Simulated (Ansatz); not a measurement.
Calculated with Ansatz (gas phase, PBE0-D4/def2-TZVP geometries, no zero-point term in ΔE). CBS: MP2 limit from def2 TZ/QZ plus the TZ coupled-cluster correction, frozen cores. DFT in def2-TZVPP. B3LYP here is the variant with VWN-RPA as its local correlation; programs differ in this. One conformer a species, not always the lowest.

`CC(F)(CF)C(F)F` + `CC(O)F` → `CC(F)OC(F)F` + `CC(F)CF`  (substitution at a C–C bond)

```
             level  ΔE (kcal/mol)  difference from CCSD(T)/CBS
         r2SCAN-D4            1.1                         -1.5
           PBE0-D4            1.1                         -1.5
           ωB97X-V            1.3                         -1.3
               PBE            0.3                         -2.3
              PBE0            0.5                         -2.1
             B3LYP           -0.3                         -2.9
     HF/def2-TZVPP           -2.0                         -4.6
CCSD(T)/def2-TZVPP            1.9                         -0.7
      HF/CBS(def2)           -2.2                         -4.8
    CCSD/CBS(def2)            2.3                         -0.3
       CCSD(T)/CBS            2.6                            0
```

Largest T1 diagnostic among the species: 0.012.

The D4 term adds +1.1 kcal/mol with B3LYP and +0.6 kcal/mol with PBE0; it sums over pairs of atoms, weighted by their polarisabilities, and B3LYP, whose exchange is more repulsive, gets the larger term. In def2-TZVPP, CCSD(T) changes the Hartree–Fock value by +3.9 kcal/mol (the triples alone add +0.3 kcal/mol) and MP2 by +4.4 kcal/mol.
